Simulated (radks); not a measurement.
Values are calculated unless marked as measured or tabulated.
Spherical quantum dot in the effective-mass picture: electrons in a parabolic well V = omega^2 r^2 / 2 with omega = 0.392, with a point charge +1 (a donor) at the centre, all in effective atomic units (hartree* = m*/eps^2 hartree, bohr* = eps/m* bohr), one dielectric constant everywhere. Level of theory: non-relativistic Kohn-Sham, LDA (Slater exchange, Perdew-Wang correlation), spin-polarised, spherical densities (a radial shooting solver with Libxc functionals). Levels are named by radial order and angular momentum (1s, 1p, 1d, 2s, ...), and open shells are averaged over m. Results are scaled to m* = 0.029 and eps = 6.2, for which hartree* = 20.53 meV and bohr* = 11.31 nm.

N = 34, configuration 1s2 1p6 1d10 2s2 1f14. This is the lowest configuration that the search found. Occupied and some empty levels:

| level | occupation | eigenvalue (meV) | <r> (nm) |
|---|---|---|---|
| 1s | 2 | 158.89 | 23.58 |
| 1p | 6 | 163.50 | 45.79 |
| 2s | 2 | 164.44 | 45.44 |
| 1d | 10 | 166.35 | 52.83 |
| 1f | 14 | 169.44 | 57.35 |
| 2p | 0 | 170.13 | 46.98 |
| 1g | 0 | 172.86 | 60.84 |
| 2d | 0 | 174.54 | 51.98 |

Energy (meV): total 3379.88, kinetic 215.47, external 1013.9, Hartree 2341.5, exchange-correlation -190.99.

Electron density:

| r (nm) | n(r) (e/nm^3) |
|---|---|
| 4.84 | 0.0001710 |
| 10.2 | 0.00007290 |
| 15.6 | 0.00003566 |
| 21.0 | 0.00002253 |
| 26.4 | 0.00002001 |
| 31.8 | 0.00002215 |
| 37.2 | 0.00002571 |
| 42.6 | 0.00002855 |
| 47.9 | 0.00002912 |
| 53.3 | 0.00002662 |
| 58.7 | 0.00002126 |
| 64.1 | 0.00001443 |
| 69.5 | 8.137e-06 |
| 74.9 | 3.736e-06 |
| 80.3 | 1.376e-06 |
| 85.7 | 4.058e-07 |
| 91.1 | 9.576e-08 |
| 96.4 | 1.812e-08 |
| 102 | 2.732e-09 |
| 107 | 3.332e-10 |
